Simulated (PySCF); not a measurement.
## Orbital picture of HfO

PBE0 at R = 1.722 Å; Hf def2-TZVPPD with ECP60, O def2-TZVPPD; scalar-relativistic core potentials (PySCF 2.14). State: ¹Σ⁺ (singlet), closed shell. Only the outer orbitals are listed, counted within each symmetry, core potentials removing the inner ones.

| orbital | occ. | ε (eV) | on Hf (%) | main shells (%) |
| --- | --- | --- | --- | --- |
| 3σ | 2 | -37.80 | 91 | 91 Hf p |
| 1π | 2 | -37.23 | 100 | 100 Hf p |
| 1π | 2 | -37.23 | 100 | 100 Hf p |
| 4σ | 2 | -24.02 | 20 | 80 O s, 9 Hf p |
| 2π | 2 | -9.38 | 23 | 76 O p, 20 Hf d |
| 2π | 2 | -9.38 | 23 | 76 O p, 20 Hf d |
| 5σ | 2 | -9.36 | 22 | 69 O p, 19 Hf d, 9 O s |
| 6σ | 2 | -5.79 | 100 | 85 Hf s, 11 Hf d |
| 1δ | 0 | -2.35 | 100 | 100 Hf d |
| 1δ | 0 | -2.35 | 100 | 100 Hf d |
| 3π | 0 | -1.63 | 97 | 64 Hf p, 32 Hf d |

Q: Which are the highest filled and the lowest empty level, where do they sit, and how wide is the gap?

A: Highest filled 6σ at -5.79 eV (in %: 85 Hf s, 11 Hf d); lowest empty 1δ at -2.35 eV (in %: 100 Hf d); the gap at PBE0 is 3.44 eV.

The bond order (Mayer) is 2.41. The ⟨S²⟩ is 0.000, the charge on Hf (Mulliken, basis-dependent) is 0.45 and the charge on Hf (Löwdin, basis-dependent) is 0.61. The dipole moment (positive dipole means Hf(−)O(+)) is -3.45 D, the polarisability along the bond is 78.2 bohr³ and the polarisability across the bond is 91.8 bohr³.

Spin–orbit coupling is left out.
